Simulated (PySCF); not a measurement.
# Excitation energy of Se⁺ by level of theory

Se⁺ [Ar] 3d10 4s2 4p3 (4S) → Se⁺ [Ar] 3d10 4s1 4p4 (4P), as a difference of total energies. All numbers are calculated (PySCF 2.14, scalar relativity by spin-free X2C-1e, in x2c-TZVPPall). Correlated levels: valence and next inner shell: [Ne] frozen. The calculations carry no spin-orbit coupling.

```tsv
method	excitation energy (eV)	error (eV)
UHF	10.911	+0.388
MP2 (valence and next inner shell)	11.058	+0.535
SCS-MP2 (valence and next inner shell)	11.024	+0.501
CCSD (valence and next inner shell)	10.622	+0.099
CCSD(T) (valence and next inner shell)	10.477	-0.046
```

Reference: 10.523 eV (measured; NIST levels, between the centres of gravity of the two terms).

Errors of the correlated levels include the incompleteness of this basis and the frozen core.

The coupled-cluster amplitudes are large for the upper state (T1 above 0.03 or a double amplitude above 0.15), so a single reference is strained.
